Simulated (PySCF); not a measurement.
**heptafluorobutyryl chloride: 4 charge schemes on one density**

Species: heptafluorobutyryl chloride, C4ClF7O.
Geometry (GFN2-xTB, Å), atoms numbered from 1 in this order:
```
atom  x, y, z in Å
O1     1.261    1.783   -1.098
C2     1.495    0.734   -0.608
Cl3    2.590   -0.431   -1.239
C4     0.826    0.241    0.710
F5     0.410    1.304    1.421
F6     1.709   -0.422    1.479
C7    -0.395   -0.697    0.449
F8     0.027   -1.814   -0.177
F9    -0.932   -1.077    1.618
C10   -1.502   -0.047   -0.434
F11   -1.884    1.133    0.033
F12   -2.566   -0.833   -0.497
F13   -1.043    0.125   -1.675
```

Density: PBE0/pcSseg-1 (PySCF); schemes: Mulliken, IAO, Hirshfeld and ESP-fitted. Isolated species at its GFN2-xTB geometry (one conformer only).

Task: What partial charge does each atom carry?

Result: In e:

| atom | environment | Mulliken | IAO | Hirshfeld | ESP-fitted |
| --- | --- | --- | --- | --- | --- |
| O1 | carbonyl oxygen | -0.251 | -0.300 | -0.173 | -0.293 |
| C2 | acyl halide carbon | +0.235 | +0.303 | +0.147 | +0.283 |
| Cl3 | chlorine bonded to C | -0.006 | +0.015 | +0.009 | -0.032 |
| C4 | CF2 carbon | +0.525 | +0.500 | +0.155 | +0.539 |
| F5 | fluorine of a CF2 group | -0.252 | -0.257 | -0.073 | -0.180 |
| F6 | fluorine of a CF2 group | -0.253 | -0.260 | -0.076 | -0.192 |
| C7 | CF2 carbon | +0.419 | +0.505 | +0.143 | -0.064 |
| F8 | fluorine of a CF2 group | -0.259 | -0.265 | -0.077 | -0.093 |
| F9 | fluorine of a CF2 group | -0.254 | -0.254 | -0.072 | -0.058 |
| C10 | CF3 carbon | +0.823 | +0.785 | +0.241 | +0.505 |
| F11 | fluorine of a CF3 group | -0.235 | -0.253 | -0.072 | -0.148 |
| F12 | fluorine of a CF3 group | -0.240 | -0.252 | -0.074 | -0.120 |
| F13 | fluorine of a CF3 group | -0.253 | -0.267 | -0.076 | -0.149 |

Mean size of the charges over all atoms: IAO 0.324 e, Mulliken 0.308 e, ESP-fitted 0.204 e, Hirshfeld 0.107 e. Each set sums to the total charge, 0, to within 0.001 e. The IAO scheme counts the electrons in orthogonalised intrinsic atomic orbitals, a minimal basis polarised so that it spans the occupied orbitals exactly. The Mulliken scheme gives each basis function's population to the atom it is centred on and halves the overlap population of two atoms between them.

Lowest charge. The schemes don't all agree: Mulliken F8 (-0.259); IAO O1 (-0.300); Hirshfeld O1 (-0.173); ESP-fitted O1 (-0.293).

Highest charge. The schemes don't all agree: Mulliken C10 (+0.823); IAO C10 (+0.785); Hirshfeld C10 (+0.241); ESP-fitted C4 (+0.539).

Task: How many electrons does the IAO scheme count on F13?

Result: Z − q = 9 − (-0.267) = 9.267.

Task: Sum the charges by element, for elements with more than one atom.

Result: 
| element | atoms | Mulliken | IAO | Hirshfeld | ESP-fitted |
| --- | --- | --- | --- | --- | --- |
| C | 4 | +2.002 | +2.093 | +0.686 | +1.264 |
| F | 7 | -1.745 | -1.808 | -0.521 | -0.939 |

The run behind these numbers computed NMR shieldings as well. Time: 45 s of wall time; peak memory 1.0 GiB. Hardware: an Arm Neoverse V2 with one thread, shared host with 32 logical CPUs at a one-minute load of 18.
